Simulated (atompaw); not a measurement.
Varying the PAW (atompaw) potential for S (Z = 16)

Base potential:

S (Z = 16), PAW, made with atompaw 4.2.0.5 (PBE, scalar-relativistic). Core [Ne], reference 3s2 3p3 (charge +1). Waves: 3s (bound): rc 1.85 bohr; 3s channel at -0.95 Ry: rc 1.35 bohr; 3p (bound): rc 1.85 bohr; 3p channel at -0.9 Ry: rc 1.85 bohr. Local part: bessel scheme, radius 1.40 bohr. Core correction: smooth core density matched at 1.05 bohr. Augmentation charge: gaussian compensation charge, radius 1.40 bohr; PAW radius 1.85 bohr; waves and projectors: custom rrkj vanderbiltortho.

Cutoffs, loose and tight: the cutoffs (Ry, on a coarse ladder) from which the occupation-weighted sum of valence levels, in a spherical-Bessel basis at the reference potential, stays within 10 and 1 mRy of its value at 400 Ry. They see the waves, projectors and local potential, not the compensation charge or the core. A dash means not determined.

```tsv
change	outcome	cutoff, loose	cutoff, tight	bound ghosts
base	generated, no UPF (negative core plus compensation charge)	18 Ry	25 Ry	none
wave 3s (bound): rc 1.85 bohr becomes 3s (bound): rc 1.00 bohr	failed: atompaw: The overlap operator has at least one negative eigenvalue!	–	–	–
wave 3s (bound): rc 1.85 bohr becomes 3s (bound): rc 1.10 bohr	failed: atompaw: The overlap operator has at least one negative eigenvalue!	–	–	–
wave 3s (bound): rc 1.85 bohr becomes 3s (bound): rc 1.22 bohr	generated	21 Ry	45 Ry	none
wave 3s (bound): rc 1.85 bohr becomes 3s (bound): rc 1.66 bohr	generated, no UPF (negative core plus compensation charge)	18 Ry	25 Ry	none
wave 3s (bound): rc 1.85 bohr becomes 3s (bound): rc 1.76 bohr	generated, no UPF (negative core plus compensation charge)	18 Ry	25 Ry	none
```

Task: What comes out with this change to the base: wave 3s (bound): rc 1.85 bohr becomes 3s (bound): rc 1.30 bohr?

Result: outcome: generated; cutoff, loose: 21 Ry; cutoff, tight: 40 Ry; bound ghosts: none.

Task: What comes out with this change to the base: wave 3s (bound): rc 1.85 bohr becomes 3s (bound): rc 1.54 bohr?

Result: outcome: generated; cutoff, loose: 18 Ry; cutoff, tight: 25 Ry; bound ghosts: none.

Task: What comes out with this change to the base: wave 3s (bound): rc 1.85 bohr becomes 3s (bound): rc 1.48 bohr?

Result: outcome: generated; cutoff, loose: 18 Ry; cutoff, tight: 30 Ry; bound ghosts: none.
